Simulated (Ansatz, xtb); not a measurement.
**CH4F3NSn: 4 structures ranked**

4 gas-phase structures of CH4F3NSn, from a drawn sample of its isomers (lower ones may exist). Each was relaxed with GFN2-xTB; where two conformers were screened, the lower at r2SCAN-D4/def2-SVP is listed:

A. `FC(F)(F)[NH][SnH3]`, a singlet
B. `FC[NH][SnH]([F])[F]`, a singlet
C. `C[NH][Sn]([F])([F])[F]`, a singlet
D. `[F][SnH2][NH]C(F)F`, a singlet

Q: Estimate their order in r2SCAN-D4/def2-SVP energy at these geometries, lowest first.

A: Calculated order at r2SCAN-D4/def2-SVP: C (0.0), B (9.1), D (22.3), A (35.1) kcal/mol.

Energies above the lowest of each column, in kcal/mol; the last columns are at PBE0-D4/def2-SVP geometries and were run for some of them only (a dash: not run or not comparable):

```json
{"structure": "C", "GFN2-xTB": "0.0", "HF/STO-3G": "27.4", "r2SCAN-D4/def2-SVP": "0.0", "PBE0-D4/def2-SVP": "0.0", "CCSD(T)/def2-SVP + ΔMP2/def2-TZVPP": "0.0"}
{"structure": "B", "GFN2-xTB": "11.4", "HF/STO-3G": "15.0", "r2SCAN-D4/def2-SVP": "9.1", "PBE0-D4/def2-SVP": "13.8", "CCSD(T)/def2-SVP + ΔMP2/def2-TZVPP": "19.7"}
{"structure": "D", "GFN2-xTB": "19.6", "HF/STO-3G": "10.0", "r2SCAN-D4/def2-SVP": "22.3", "PBE0-D4/def2-SVP": "–", "CCSD(T)/def2-SVP + ΔMP2/def2-TZVPP": "–"}
{"structure": "A", "GFN2-xTB": "26.1", "HF/STO-3G": "0.0", "r2SCAN-D4/def2-SVP": "35.1", "PBE0-D4/def2-SVP": "–", "CCSD(T)/def2-SVP + ΔMP2/def2-TZVPP": "–"}
```

CCSD(T)/def2-SVP + ΔMP2/def2-TZVPP puts C lowest of those it was run on; HF/STO-3G picks A. Some further structures that were screened fall inside this span and aren't listed. Flexible structures stand in one conformer each, not always the lowest. Frequencies (GFN2-xTB) were run for B, C alone. Atoms past krypton carry core potentials in the def2 sets, without spin–orbit terms. ΔMP2 is the change of the MP2 energy from the smaller to the larger basis.

Over these structures GFN2-xTB departs from r2SCAN-D4/def2-SVP by 3.5 kcal/mol on average once a common shift is removed. A GFN2-xTB relaxation took about 0.068 s and the r2SCAN-D4/def2-SVP energy about 2.3 s on a shared host (Ansatz 0.2.0, xtb 6.7.1).
